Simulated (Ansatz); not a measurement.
Isomers of C$_{4}$H$_{7}$Br, relaxed with PBE0-D4/def2-TZVP in Ansatz; electronic energies, one conformer each and not always the lowest. Functionals use def2-TZVPP; CBS adds triple-zeta CCSD(T) − MP2 to the MP2 limit of def2-TZVPP and def2-QZVPP.

Outer-core shells of Br are correlated without core-valence functions. Scalar relativity is left out up to krypton. Spin–orbit coupling is left out.

(1) Order them by energy at frozen-core CCSD(T)/CBS, lowest first. (Best estimate.)
A. `CC(C)=CBr`
B. `C[C@H]1C[C@@H]1Br`
C. `CC/C=C\Br`

(2) How do r2SCAN-D4, HF/CBS(def2), B2PLYP, PBE0-D4 place them (kJ/mol, against `CC(C)=CBr`)? (An estimate is asked.)

Results:

(1) A (0.0 kJ/mol), C (14.1 kJ/mol), B (42.0 kJ/mol).

(2) Ansatz gave: 
```csv
isomer,r2SCAN-D4,HF/CBS(def2),B2PLYP,PBE0-D4
`C[C@H]1C[C@@H]1Br`,38.2,43.1,44.6,30.1
`CC/C=C\Br`,16.8,10.4,14.2,16.0
```
